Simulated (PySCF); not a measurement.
**SMILES CCCNN[SiH3], C3H12N2Si**

Molfile (atoms numbered from 1):
```
C3H12N2Si
     RDKit          3D

 18 17  0  0  0  0  0  0  0  0999 V2000
   -2.5547    0.5061    0.2591 C   0  0  0  0  0  0  0  0  0  0  0  0
   -1.7755   -0.2998   -0.7722 C   0  0  0  0  0  0  0  0  0  0  0  0
   -0.3408   -0.5565   -0.3207 C   0  0  0  0  0  0  0  0  0  0  0  0
    0.3710    0.7063   -0.1728 N   0  0  0  0  0  0  0  0  0  0  0  0
    1.7118    0.5645    0.2570 N   0  0  0  0  0  0  0  0  0  0  0  0
    2.9632   -0.2307   -0.6253 Si  0  0  0  0  0  4  0  0  0  0  0  0
   -3.5550    0.7279   -0.1048 H   0  0  0  0  0  0  0  0  0  0  0  0
   -2.6413   -0.0506    1.1891 H   0  0  0  0  0  0  0  0  0  0  0  0
   -2.0368    1.4386    0.4638 H   0  0  0  0  0  0  0  0  0  0  0  0
   -1.7585    0.2415   -1.7214 H   0  0  0  0  0  0  0  0  0  0  0  0
   -2.2665   -1.2599   -0.9438 H   0  0  0  0  0  0  0  0  0  0  0  0
   -0.3395   -1.0417    0.6607 H   0  0  0  0  0  0  0  0  0  0  0  0
    0.1632   -1.2313   -1.0326 H   0  0  0  0  0  0  0  0  0  0  0  0
    0.3957    1.1812   -1.0731 H   0  0  0  0  0  0  0  0  0  0  0  0
    1.7315    0.5351    1.2675 H   0  0  0  0  0  0  0  0  0  0  0  0
    4.1658    0.1233    0.1180 H   0  0  0  0  0  0  0  0  0  0  0  0
    2.8687   -1.6946   -0.7560 H   0  0  0  0  0  0  0  0  0  0  0  0
    2.8889    0.3469   -1.9690 H   0  0  0  0  0  0  0  0  0  0  0  0
  1  2  1  0
  2  3  1  0
  3  4  1  0
  4  5  1  0
  5  6  1  0
  1  7  1  0
  1  8  1  0
  1  9  1  0
  2 10  1  0
  2 11  1  0
  3 12  1  0
  3 13  1  0
  4 14  1  0
  5 15  1  0
  6 16  1  0
  6 17  1  0
  6 18  1  0
M  END
```

Level of theory: GIAO B97-D/def2-SVP magnetisability, rotational g tensor and spin-rotation constants, non-relativistic, gas phase (PySCF 2.14.0). Geometry: GFN2-xTB.

Task: How diamagnetic is it, and how anisotropic?

Result: Isotropic -1155 × 10⁻³⁰ J/T², or -69.6 × 10⁻⁶ cm³/mol; principal values -1225, -1139, -1100 × 10⁻³⁰ J/T², anisotropy 111 × 10⁻³⁰ J/T² (root of half the summed squared differences of the principal values). The susceptibility is in cgs units.

Task: Split it along the inertial axes a, b, c into diamagnetic and paramagnetic parts about the centre of mass, with the quadrupole moment.

Result: 
```tsv
axis	χ (10⁻⁶ cm³/mol)	diamagnetic (10⁻⁶ cm³/mol)	paramagnetic (10⁻⁶ cm³/mol)	summed x² of all electrons (Å²)	quadrupole Θ (D Å)
a	-72.1	-255.0	182.9	271.0	-1.36
b	-70.2	-1243.1	1173.0	38.1	-2.26
c	-66.4	-1311.1	1244.6	22.0	+3.62
```
Anisotropies 2χaa − χbb − χcc = -7.6 and 2χbb − χaa − χcc = -1.8 × 10⁻⁶ cm³/mol. Θ is traceless in Buckingham's convention.

Task: And the rotational g tensor?

Result: 
```tsv
axis	rotational constant (GHz)	g	nuclear part	electronic part
a	8.9013	-0.0492	0.7156	-0.7648
b	1.0917	-0.0067	0.5948	-0.6016
c	1.0298	-0.0098	0.5923	-0.6022
```
Asymmetric top; isotopes 12C, 1H, 14N, 28Si; no vibrational averaging.
